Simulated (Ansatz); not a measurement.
Cost and result for the atomization energy of `O=CC(O)Br` (8 atoms, 7 bonds).

```tsv
atom	x (Å)	y (Å)	z (Å)
O1	-1.638	-0.415	-0.502
C2	-0.468	-0.383	-0.770
C3	0.536	-0.010	0.292
O4	-0.007	0.064	1.517
Br5	1.168	1.764	-0.435
H6	-0.074	-0.586	-1.780
H7	1.447	-0.605	0.286
H8	-0.966	0.171	1.391
```

The species carries charge 0 and has multiplicity 1. Correlated methods include outer-core shells of Br, which these sets cover unevenly. Scalar relativity is left out up to krypton. Geometry: relaxed with PBE0-D4/def2-TZVP. It is one conformer, not always the lowest. Program: Ansatz. All runs use 4 threads of an Arm Neoverse V2 on a shared host. Times are those of one run each, without the atoms' runs, and a repeat can differ threefold. Electronic energies, without spin–orbit coupling; frozen cores. CCSD(T)/CBS adds CCSD(T) − MP2 in def2-TZVPP to the MP2 limit, and its time is that of the two runs behind it. T1 = 0.013. With those shells the extrapolation isn't a true limit. B3LYP takes the VWN-RPA correlation (the form of Gaussian; ORCA's B3LYP/G). HSE06 is the plane-wave form, built on full-range PBE exchange.

CCSD(T)/CBS is a level of theory with its own doubt, some kJ/mol a heavy atom from the limit and from the frozen cores, so smaller differences don't rank the functionals.

| level | functions | wall time |
| --- | --- | --- |
| LDA (SPW92)/def2-TZVPP | 214 | 0.95 s |
| BLYP-D4/def2-TZVPP | 214 | 1.4 s |
| revPBE-D4/def2-TZVPP | 214 | 1.4 s |
| BHLYP-D4/def2-TZVPP | 214 | 2.6 s |
| HSE06-D4/def2-TZVPP | 214 | 2.6 s |
| B3LYP-D4/def2-TZVPP (with forces) | 214 | 3.6 s |
| r2SCANh-D4/def2-TZVPP | 214 | 4 s |
| ωB97X-V/def2-TZVPP | 214 | 6.5 s |
| CCSD(T)/def2-SVP | 103 | 6.5 s |
| ωB97M-V/def2-TZVPP (with forces) | 214 | 9 s |
| MP2/def2-QZVPP | 407 | 18 s |
| CCSD(T)/def2-TZVPP | 214 | 2.2 min |
| CCSD(T)/CBS(def2) | – | 2.5 min |

**Question.** What atomization energy does each give, and how far from CCSD(T)/CBS? (Best estimate.)

**Answer.** Computed: 
| level | atomization (kcal/mol) | difference from CCSD(T)/CBS | per bond |
| --- | --- | --- | --- |
| LDA (SPW92)/def2-TZVPP | 892.7 | 145.9 | 20.9 |
| BLYP-D4/def2-TZVPP | 753.0 | 6.2 | 0.9 |
| revPBE-D4/def2-TZVPP | 754.6 | 7.8 | 1.1 |
| BHLYP-D4/def2-TZVPP | 704.1 | -42.7 | -6.1 |
| HSE06-D4/def2-TZVPP | 752.2 | 5.4 | 0.8 |
| B3LYP-D4/def2-TZVPP (with forces) | 743.4 | -3.4 | -0.5 |
| r2SCANh-D4/def2-TZVPP | 742.6 | -4.2 | -0.6 |
| ωB97X-V/def2-TZVPP | 745.4 | -1.4 | -0.2 |
| CCSD(T)/def2-SVP | 702.8 | -44.0 | -6.3 |
| ωB97M-V/def2-TZVPP (with forces) | 746.7 | -0.1 | 0.0 |
| MP2/def2-QZVPP | 763.9 | 17.1 | 2.4 |
| CCSD(T)/def2-TZVPP | 723.5 | -23.3 | -3.3 |
| CCSD(T)/CBS(def2) | 746.8 | 0.0 | 0.0 |

From BLYP to BHLYP (50 % exact exchange), in def2-TZVPP and without D4, the atomization energy moves by −44.6 kcal/mol: exact exchange takes away binding that semilocal exchange gives to molecules. Leaving LDA and LC-ωPBE aside and taking each functional with its dispersion term where it has one, the values, not all of them listed here, spread over 76.2 kcal/mol, from BHLYP-D4 to PBE-D4. LDA lies +116.5 kcal/mol from PBE without D4, its usual overbinding. The D4 term adds +6.5 kcal/mol with B3LYP and +3.4 kcal/mol with PBE0; it sums over pairs of atoms, weighted by their polarisabilities, and B3LYP, whose exchange is more repulsive, gets the larger term.
